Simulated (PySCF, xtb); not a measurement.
CH₅ClGaN, SMILES [CH3][Ga]([NH2])[Cl].

xtb with GFN2-xTB at its own geometry gives an orbital gap of 3.99 eV and a dipole moment of 2.75 D.

Geometry optimised at PBE0-D3(BJ)/def2-SVP. The structure was generated by enumeration; whether it is a known compound was not checked. The values are those of a single conformer.

Q: What does PBE/def2-TZVP (PySCF) give? (Estimate from the structure and the level; the computed values follow.)

A: gap 5.19 eV (levels -6.14 and -0.94 eV), dipole 2.88 D.
